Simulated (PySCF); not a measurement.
# Basis-set dependence of AsH⁺ at MP2

PySCF, UHF reference; doublet, unpaired electrons π ↑; De to As⁺ + H without counterpoise correction. Frozen cores follow the default of each basis and core potential.

```json
{"basis": "def2-SVPD", "relativity": "no relativity", "functions": "46", "Re (Å)": "1.520", "ωe (cm⁻¹)": "2296", "De (eV)": "2.77", "frozen orbitals": "9"}
{"basis": "cc-pVTZ-PP/cc-pVTZ", "relativity": "scalar-relativistic core potentials", "functions": "53", "Re (Å)": "1.509", "ωe (cm⁻¹)": "2321", "De (eV)": "2.93", "frozen orbitals": "4"}
{"basis": "def2-TZVPPD", "relativity": "no relativity", "functions": "71", "Re (Å)": "1.516", "ωe (cm⁻¹)": "2277", "De (eV)": "2.93", "frozen orbitals": "9"}
```

(1) How does each smaller set differ from the one with most functions, def2-TZVPPD?

Correlated steps freeze the inner cores (4 to 9 orbitals); shallow outer-core shells are correlated. Correlated levels converge slowly with the basis: in double zeta they bind strong bonds too weakly, by up to about 1 eV, and carry superposition errors of some tenths. Spin–orbit coupling is left out. For an ion De counts to the pair picked by the measured ionisation energies or electron affinities, which need not be the lowest pair at this level. The state is the lowest determinant that a PBE0 search found; another state may lie lower at other levels.

Answers

(1) def2-SVPD: +0.4 pm, +0.8 % in ωe, -0.16 eV in De; cc-pVTZ-PP/cc-pVTZ: -0.7 pm, +1.9 % in ωe, +0.00 eV in De. All at MP2; the set with most functions is neither the basis-set limit nor always the best. The rows treat relativity differently, so the differences are not basis effects alone.
